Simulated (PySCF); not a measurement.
GeH3O3, SMILES [OH][Ge]([OH])[OH] (connectivity only; charge and spin as stated), charge +1, multiplicity 1.

Geometry: PBE-D3(BJ)/def2-SVP. The multiplicity is an assumed one; other spin states were not compared. The isomer is the one that the SMILES or the coordinates give; other isomers of the formula were not compared. One conformer was computed; it need not be the lowest.

Method: PySCF with PBE/def2-TZVP.

Symmetry labels are those of the subgroup Cs that the program uses (full group Cs).

Computed valence orbital energies around the gap with their symmetry:
| orbital | symmetry | energy (eV) |
|---|---|---|
| HOMO−7 | A' | -19.65 |
| HOMO−6 | A' | -18.56 |
| HOMO−5 | A' | -16.57 |
| HOMO−4 | A" | -15.54 |
| HOMO−3 | A' | -15.42 |
| HOMO−2 | A' | -14.98 |
| HOMO−1 | A" | -14.43 |
| HOMO | A" | -14.26 |
| LUMO | A' | -9.26 |
| LUMO+1 | A" | -7.96 |
| LUMO+2 | A' | -5.38 |
| LUMO+3 | A' | -4.97 |
